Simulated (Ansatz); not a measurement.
Reaction (formal exchange of groups at the Si–Br bond): `CO[SiH](O)Br` + `C=O` → `CO[SiH](O)C=O` + HBr

Computed with Ansatz on PBE0-D4/def2-TZVP structures; ΔE is electronic, products minus reactants. CBS: MP2 limit from def2 TZ/QZ plus the TZ coupled-cluster correction, frozen cores. This one scheme is used for every species. Functionals use def2-TZVPP. B3LYP here is the variant with VWN-RPA as its local correlation; programs differ in this. For Br outer-core shells are correlated without core-valence functions, which leaves a few kJ/mol of doubt a bond. Scalar relativity is left out up to krypton. One conformer a species, not always the lowest.

(1) Is it downhill or uphill in electronic energy at CCSD(T)/CBS, and by how much? (Estimate.)

(2) What do these levels give: PBE-D4, r2SCAN-D4, PBE0-D4, B3LYP-D4, PBE, r2SCAN, MP2/def2-TZVPP, SCS-MP2/def2-TZVPP, CCSD/def2-TZVPP, CCSD(T)/def2-TZVPP, HF/def2-QZVPP, CCSD/CBS(def2)? (Best estimate.)

Largest T1 diagnostic among the species: 0.015.

Answers

(1) The calculation gave: Uphill: ΔE = +121.8 kJ/mol.

(2) Ansatz gave: PBE-D4 114.4, r2SCAN-D4 121.2, PBE0-D4 120.2, B3LYP-D4 117.4, PBE 113.5, r2SCAN 121.3, MP2/def2-TZVPP 126.2, SCS-MP2/def2-TZVPP 122.9, CCSD/def2-TZVPP 118.4, CCSD(T)/def2-TZVPP 117.1, HF/def2-QZVPP 129.2, CCSD/CBS(def2) 123.0 kJ/mol.

From PBE to PBE0 (25 % exact exchange), in def2-TZVPP and without D4, ΔE moves by +5.9 kJ/mol. In def2-TZVPP, CCSD(T) changes the Hartree–Fock value by −12.2 kJ/mol (the triples alone add −1.3 kJ/mol) and MP2 by −3.1 kJ/mol.
